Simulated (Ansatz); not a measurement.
`N#[C][GaH][Cl]` + HCl → `[Cl][GaH][Cl]` + `C#N` at 500 K and 1 bar (ligand exchange at a Ga–C bond).

Gas-phase electronic energies from Ansatz, PBE0-D4/def2-TZVP geometries. CBS: MP2 limit from def2 TZ/QZ plus the TZ coupled-cluster correction, frozen cores. This one scheme is used for every species. For Ga outer-core shells are correlated without core-valence functions, which leaves a few kJ/mol of doubt a bond. Scalar relativity is left out up to krypton.

| species | CCSD(T)/CBS energy (Eh) | H − E (kJ/mol) | S (J/(mol·K)) |
| --- | --- | --- | --- |
| `N#[C][GaH][Cl]` | -2477.10934 | 75.4 | 364.5 |
| HCl | -460.38127 | 32.5 | 201.9 |
| `[Cl][GaH][Cl]` | -2844.19972 | 52.5 | 334.9 |
| `C#N` | -93.32098 | 60.1 | 220.8 |

H − E and S are ideal-gas, rigid-rotor, harmonic terms from PBE0-D4/def2-TZVP. 1 Eh = 2625.50 kJ/mol, R = 8.31446 J/(mol·K).

By hand: ΔE, ΔH, ΔS and ΔG.

ΔE = (-2844.19972) + (-93.32098) − (-2477.10934) − (-460.38127) = -0.03009 Eh = -79.0 kJ/mol. Δ(H − E) = 52.5 + 60.1 − 75.4 − 32.5 = 4.7, so ΔH = -74.3 kJ/mol. ΔS = 334.9 + 220.8 − 364.5 − 201.9 = -10.7 J/(mol·K). ΔG = -74.3 − 500 × (-10.7)/1000 = -69.0 kJ/mol.

By hand: the equilibrium constant, and the temperature at which ΔG would vanish if ΔH and ΔS stayed fixed.

log₁₀ K = −ΔG/(RT ln 10) = 7.2. ΔG = 0 at ΔH/ΔS = 6944 K, far beyond where these terms or the molecules hold.

The number of gas molecules stays the same, so ΔS is small and ΔH decides. A doubt of 5 kJ/mol in ΔE shifts log₁₀ K by 0.5 here. These are equilibria of isolated gas molecules and say nothing of rates. Largest T1 diagnostic: 0.014 (customary marks: 0.02 for closed shells, 0.045 for open ones).
